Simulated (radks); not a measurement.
Q: The caesium ion Cs4+, [Kr] 4d10 5s2 5p3. All-electron calculation, non-relativistic Kohn-Sham, exchange-only PBE, spin-polarised, spherical densities, point nucleus. Program: a radial shooting solver on a logarithmic mesh with Libxc functionals. Every spin shell is full or empty, so the densities are truly spherical. Functionals are evaluated on that one density, not self-consistently. Rank these exchange functionals by their error against the exact value of the orbitals, and give that value: LDA, PBEsol, WC, SOGGA, B86b, EV93, TASK, MVS.

A: Exact: -182.870 hartree. From best to worst, with 100 (|E| - |E exact|)/|E exact| (equal figures are ties): B86b -0.02, MVS +0.06, EV93 -0.34, WC -0.84, TASK -2.19, PBEsol -2.21, SOGGA -2.22, LDA -4.70.
